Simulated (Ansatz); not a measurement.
**GaH3F− (SMILES [F][GaH3-]): the energy, rung by rung**

GaH3F− has 5 atoms, charge -1, and is taken as a singlet. As SMILES, `[F][GaH3-]`. The shape comes from GFN2-xTB, which is rough for such elements, and wasn't checked as a minimum.

```xyz
5

F    -0.5006   -0.4959    1.5331
Ga    0.0294    0.0269   -0.0843
H    -0.8739    1.2297   -0.4738
H    -0.1773   -1.1961   -1.0215
H     1.5223    0.4354    0.0466
```

Quantity: the energy change with the F1–Ga2 bond stretched from 1.781 to 2.226 Å, in eV. The values are calculated.

```
                        level                    kind  program  value (eV)  less FCI/STO-3G  CPU time (all runs)
    SVWN5/STO-3G (restricted)                     LDA   Ansatz        1.38            +0.27                  2 s
      PBE/STO-3G (restricted)                     GGA   Ansatz        1.17            +0.06                  3 s
    B3LYP/STO-3G (restricted)           global hybrid   Ansatz        1.31            +0.20                2.7 s
     PBE0/STO-3G (restricted)           global hybrid   Ansatz        1.32            +0.21                2.6 s
CAM-B3LYP/STO-3G (restricted)  range-separated hybrid   Ansatz        1.45            +0.34                2.8 s
  wB97M-V/STO-3G (restricted)  range-separated hybrid   Ansatz        1.39            +0.28                 36 s
    wB97X/STO-3G (restricted)  range-separated hybrid   Ansatz        1.37            +0.26                 11 s
   CCSDTQ/STO-3G (restricted)   coupled cluster or CI   Ansatz        1.12            +0.01                 58 s
                   FCI/STO-3G      exact in the basis   Ansatz        1.11             0.00                 41 s
```

FCI/STO-3G is exact within its basis and frozen core, so for wave-function methods in that basis the difference is their error; functionals converge differently with the basis, so for them it is only a difference. All-electron rows without a relativistic Hamiltonian named are non-relativistic. Sets without diffuse functions describe the anion poorly. The first shape isn't each level's own minimum. The values span 1.11 to 1.45 eV. All rows use very small basis sets, so none should be taken for the real molecule's value. In the correlated wave-function rows the outer d shell of Ga is correlated, in sets not made for it. CPU times are rough (shared hosts, several kinds of processor and program).
